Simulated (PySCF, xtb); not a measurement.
B(Cl)(Me)(SH) (CH4BClS), SMILES CB(S)Cl. Other conformers were not sampled.

Harmonic wavenumbers (cm⁻¹) from xtb 6.7.1 with GFN2-xTB at its own minimum, in rising order: 23, 228, 260, 337, 368, 511, 721, 800, 851, 990, 1053, 1394, 1477, 1481, 2441, 2998, 3021, 3049.

Question: What does B3LYP-D3(BJ)/def2-SVP (PySCF 2.14.0) give at its own minimum? (The exact figures need the calculation; the answer reports its results.)

Answer: 77, 248, 284, 381, 428, 533, 774, 834, 846, 1042, 1120, 1330, 1431, 1434, 2670, 3025, 3094, 3128. Paired by order, the mean absolute difference is 56 cm⁻¹ and the zero-point energies are 31.5 and 32.4 kcal/mol.
